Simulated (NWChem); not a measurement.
Species: ZnF₂; SMILES [F][Zn][F]

Program: NWChem. Pople sets run with spherical d functions. Coordinates come from a PBE0-D3(BJ)/def2-TZVP optimisation. Static field.

```csv
level,basis functions,isotropic polarisability (bohr³),anisotropy (bohr³)
Hartree-Fock/6-31G*,62,11.8,6.7
Hartree-Fock/def2-SVP,59,9.9,6.9
Hartree-Fock/def2-SVPD,80,15.0,4.4
Hartree-Fock/def2-TZVP,110,13.4,5.9
Hartree-Fock/aug-cc-pVDZ,105,15.4,6.2
Hartree-Fock/def2-TZVPD,131,15.8,4.8
```
